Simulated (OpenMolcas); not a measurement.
# Ir5+: moving or changing the point charges

Ir5+ among 5 point charges of -1.5 e arranged as a trigonal bipyramid (D3h), 2.12 Å from the ion, with the axial distance 2.396 Å.

- Program: OpenMolcas
- Method: SS-CASPT2, IPEA 0.25 Eh, imaginary shift 0.1 Eh (closed shells correlated: 4f 5s 5p)
- Basis: ANO-RCC-VDZP [7s6p4d2f]
- Scalar Hamiltonian: DKH2, point nucleus
- Active space: 4 electrons in 5 orbitals (5d)
- State averaging: 2S+1 = 5 even, 5 roots; 2S+1 = 3 even, 45 roots; 2S+1 = 1 even, 50 roots
- Spin-orbit coupling: state interaction with AMFI integrals over the reference wave functions

Runs around this geometry, states (labels of D3, the rotations of D3h). Energies in cm-1 above the lowest state or level, χT in cm3 K/mol.

| R (Å) | q (e) | Axial / equatorial distance | Ground state | First state of that spin | First gap with spin-orbit (degeneracies) | χT at 300 K | First state of another spin |
| --- | --- | --- | --- | --- | --- | --- | --- |
| 2.12 | -1.2 | 1.13 | 5A1 | 5E 570 | 5780 (1, 1) | 0.040 | 3A2 18490 |
| 1.99 | -1.5 | 1.13 | 5A1 | 5E 1210 | 5740 (1, 1) | 0.042 | 3A2 17840 |
| 2.12 | -1.5 | 1.13 | 5A1 | 5E 750 | 5740 (1, 1) | 0.041 | 3A2 18250 |
| 2.32 | -1.5 | 1.13 | 5A1 | 5E 350 | 5790 (1, 1) | 0.039 | 3A2 18610 |
| 2.12 | -1.5 | 1.22 | 5E | 5A1 1360 | 5150 (1, 1) | 0.041 | 3A2 18610 |

The ground state changes within this set.

Roots that are degenerate in the reference are averaged as groups; the widest CASPT2 spread within a group is 420 cm-1 (the 5-fold group of multiplicity 3 near 22800 cm-1 above the lowest state of its run, R = 2.12, q = -1.5, ratio = 1.13). Shifts and gaps below about the spread of the groups concerned are not significant. Point charges give a weaker field than real ligands, and real ions of this kind are as a rule low spin; the high spin found here belongs to the model. The ground term spreads over less than 5000 cm-1, several times less than with real ligands, so orbital moments are less quenched and χT lies further from the spin-only value than at real sites. Free-ion shares, where given, are those of the reference states; single-state CASPT2 does not remix them. Spin-orbit coupling mixes the spin-free states strongly: the lowest level takes only 26 % from its leading state, 5E, which lies 572 cm-1 above the lowest spin-free state (figures for R = 2.12, q = -1.2, ratio = 1.13; the like holds for R = 1.99, q = -1.5, ratio = 1.13, R = 2.12, q = -1.5, ratio = 1.13, R = 2.32, q = -1.5, ratio = 1.13, R = 2.12, q = -1.5, ratio = 1.22). This is an electrostatic model: the charges have no orbitals. A group larger than the point group allows holds several states that coincide in this model. No measured value stands beside these numbers.
